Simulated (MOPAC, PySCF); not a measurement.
CH6B2, SMILES `BBC`, neutral singlet in the gas phase. 

Cartesian coordinates (Å):
SMILES: B(B)C
```xyz
9

B      1.6086    -0.0848    -0.1019
B      0.0966     0.5313     0.0182
C     -1.2543    -0.2645     0.0384
H      2.2493    -0.4023     0.8581
H      2.1569    -0.2217    -1.1573
H      0.0062     1.7280     0.1230
H     -1.1855    -1.3361    -0.1486
H     -1.7034    -0.1229     1.0308
H     -1.9743     0.1730    -0.6607
```
Charge 0, spin multiplicity 1.

All levels are single points at this geometry (B3LYP-D3(BJ)/def2-TZVP); Pople sets use spherical d functions. Orbital energies aren't observables, and empty levels follow the basis.

PBE-D3(BJ)/def2-TZVP in PySCF gives dipole (D) = 0.79.

Task: Estimate the dipole (D) from each of these levels: B3LYP-D3(BJ)/def2-TZVP in PySCF; B3LYP/3-21G in PySCF; SVWN5/6-31G* in PySCF; PM6 in MOPAC; PM7 in MOPAC.

Result: 
```
level                            dipole (D)
-------------------------------  ----------
B3LYP-D3(BJ)/def2-TZVP in PySCF        0.69
B3LYP/3-21G in PySCF                   0.75
SVWN5/6-31G* in PySCF                  0.87
PM6 in MOPAC                           0.55
PM7 in MOPAC                           0.35
```
